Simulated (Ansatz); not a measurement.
Reaction (SMILES): O=S(F)F → 2 F atom + O atom + S atom
B3LYP-D3(BJ)/def2-TZVP geometries, fixed; electronic energies without zero-point terms.

Energies in hartree at MP2 with Ansatz (an electronic-structure program); the atomisation energy is their sum with the coefficients shown, times 627.509 kcal/mol a hartree. All functions are spherical. Cores are frozen. Open shells are unrestricted. No added dispersion term, no relativity.

```csv
species,coefficient,part,cc-pV(D+d)Z,cc-pV(T+d)Z,cc-pV(Q+d)Z
O=S(F)F,-1,Hartree-Fock,-671.22084,-671.36358,-671.39434
O=S(F)F,-1,correlation,-0.70793,-0.92983,-1.01345
F atom,+2,Hartree-Fock,-99.37524,-99.40552,-99.41377
F atom,+2,correlation,-0.14060,-0.19983,-0.22144
O atom,+1,Hartree-Fock,-74.79217,-74.81176,-74.81729
O atom,+1,correlation,-0.10196,-0.14315,-0.15759
S atom,+1,Hartree-Fock,-397.49702,-397.50938,-397.51264
S atom,+1,correlation,-0.08551,-0.11680,-0.12763
```

Question: Predict the atomisation energy in cc-pV(5+d)Z (X = 5): let each Hartree-Fock step shrink by the ratio of the last two, and fit each correlation energy at X = 3 and 4 to E + A/X^3. Compare with the run.

Answer: 
- O=S(F)F: steps -0.14274 and -0.03076, ratio 0.215, so Hartree-Fock -671.40095 (run: -671.40206); A = (-0.92983 - (-1.01345))/(1/27 - 1/64) = 3.9053, correlation -1.01345 - A/64 + A/125 = -1.04323 (run: -1.04927).
- F atom: steps -0.03028 and -0.00825, ratio 0.272, so Hartree-Fock -99.41601 (run: -99.41605); A = (-0.19983 - (-0.22144))/(1/27 - 1/64) = 1.0092, correlation -0.22144 - A/64 + A/125 = -0.22914 (run: -0.23068).
- O atom: steps -0.01959 and -0.00553, ratio 0.282, so Hartree-Fock -74.81885 (run: -74.81878); A = (-0.14315 - (-0.15759))/(1/27 - 1/64) = 0.6744, correlation -0.15759 - A/64 + A/125 = -0.16273 (run: -0.16368).
- S atom: steps -0.01236 and -0.00326, ratio 0.264, so Hartree-Fock -397.51350 (run: -397.51318); A = (-0.11680 - (-0.12763))/(1/27 - 1/64) = 0.5058, correlation -0.12763 - A/64 + A/125 = -0.13149 (run: -0.13243).
Predicted 330.89 kcal/mol; the run in cc-pV(5+d)Z gives 332.45, a miss of -1.56. Keeping the value in cc-pV(Q+d)Z, 327.70, would miss by -4.76. All sums are of the energies as printed.
